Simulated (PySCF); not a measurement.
C3H7F2OSi (doublet state).
Cartesian coordinates in Å at the GFN2-xTB level; atoms count from 1:
```xyz
14
C3H7F2OSi angstrom
C      2.4567    0.3235    0.1561
C      1.5727   -0.5734    0.9070
O      0.2177   -0.2168    0.8802
Si    -0.7716    0.0510   -0.3648
C     -2.4439    0.2652    0.5691
F     -3.3005    1.0274   -0.1694
F     -3.0731   -0.9332    0.7327
H      3.5035    0.1050    0.1040
H      2.0753    1.2274   -0.2685
H      1.8567   -0.6013    1.9748
H      1.6782   -1.6089    0.5388
H     -0.5079    1.2922   -1.0909
H     -0.8800   -1.0868   -1.2747
H     -2.3845    0.7281    1.5635
```

The hyperfine couplings belong to this conformer and change with its torsions.

Identity: `[CH2]CO[SiH2]C(F)F` [radical].

Computed, not measured: UKS B3LYP, pcH-1 on C F H O Si, non-relativistic, mean-field spin-orbit, GIAO in PySCF. Geometry: GFN2-xTB, one conformer, isolated molecule. A GFN2-xTB geometry isn't a minimum of the functional, and hyperfine couplings can be far from their values at a DFT geometry. The SCF solution wasn't tested for stability.

Principal values of hyperfine tensors in MHz (contact, dipolar and spin–orbit terms together), for some of the nuclei:

```json
{"atom": "H10", "isotope": "1H", "A1": "139.33", "A2": "142.34", "A3": "154.01"}
{"atom": "H11", "isotope": "1H", "A1": "114.32", "A2": "115.83", "A3": "129.64"}
{"atom": "C1", "isotope": "13C", "A1": "5.93", "A2": "6.51", "A3": "248.85"}
{"atom": "H9", "isotope": "1H", "A1": "-103.77", "A2": "-63.76", "A3": "-24.78"}
{"atom": "H8", "isotope": "1H", "A1": "-101.45", "A2": "-63.06", "A3": "-23.12"}
{"atom": "H12", "isotope": "1H", "A1": "-0.38", "A2": "-0.27", "A3": "5.11"}
{"atom": "H13", "isotope": "1H", "A1": "0.14", "A2": "0.24", "A3": "4.09"}
{"atom": "O3", "isotope": "17O", "A1": "-2.52", "A2": "-0.68", "A3": "0.07"}
```

(1) Split each tensor into its isotropic and traceless parts, and turn a_iso into mT with g = 2.0026.

(2) What spin density at the nucleus of H10 lies behind its contact coupling (g_N = 5.58569)?

(3) C2 (13C, g_N = 1.40482) isn't in the table. Its spin density at the nucleus is -0.03446 bohr⁻³. What is its contact coupling?

(4) Name the largest traceless tensor T of the table and describe it.

(5) In a single crystal, with the field along each principal axis of the tensor of H11 in turn, what first-order splitting does this nucleus give (isotropic g, quadrupole terms neglected)?

Answers

(1) a_iso = (A1 + A2 + A3)/3, Ti = Ai − a_iso; 1 mT corresponds to 28.029 MHz. The tensors hold a spin–orbit part: the run splits a_iso into a_FC + a_SO, and T includes its anisotropic share.

| atom | a_iso (MHz) | a_FC | a_SO | a_iso (mT) | T1 | T2 | T3 |
| --- | --- | --- | --- | --- | --- | --- | --- |
| H10 | 145.22 | 145.22 | 0.00 | 5.181 | -5.90 | -2.89 | 8.78 |
| H11 | 119.93 | 119.93 | 0.00 | 4.279 | -5.61 | -4.10 | 9.71 |
| C1 | 87.10 | 87.19 | -0.10 | 3.107 | -81.17 | -80.59 | 161.76 |
| H9 | -64.10 | -64.12 | 0.01 | -2.287 | -39.67 | 0.34 | 39.32 |
| H8 | -62.54 | -62.56 | 0.01 | -2.231 | -38.91 | -0.52 | 39.42 |
| H12 | 1.49 | 1.49 | 0.00 | 0.053 | -1.87 | -1.76 | 3.62 |
| H13 | 1.49 | 1.49 | 0.00 | 0.053 | -1.35 | -1.25 | 2.60 |
| O3 | -1.05 | -1.04 | 0.00 | -0.037 | -1.48 | 0.36 | 1.11 |

(2) a_FC = 800.24 MHz bohr³ × g_N × ρ(0)/(2S). With a_FC = 145.22 MHz and 2S = 1, ρ(0) = 0.03249 bohr⁻³. In magnitude that is 10.2 % of the 1/π = 0.318 of a free hydrogen atom.

(3) By the same relation, a_FC = -38.7 MHz. Its full tensor has the principal values -41.57, -38.14, -36.47 MHz.

(4) C1: -81.2, -80.6, 161.8 MHz, axial, in the ratio −1:−1:+2, the form that spin in one p orbital centred on that nucleus gives.

(5) 2 lines (I = 1/2), spaced by |A_i|/(g × 13.996): 4.08, 4.13, 4.63 mT along the axes of A1, A2 and A3.

Time: 73 s wall (with the writing of density and orbital grids); peak memory 0.89 GiB. Hardware: one thread, Arm Neoverse V2 (aarch64), shared host with 96 logical CPUs at a one-minute load of 81.
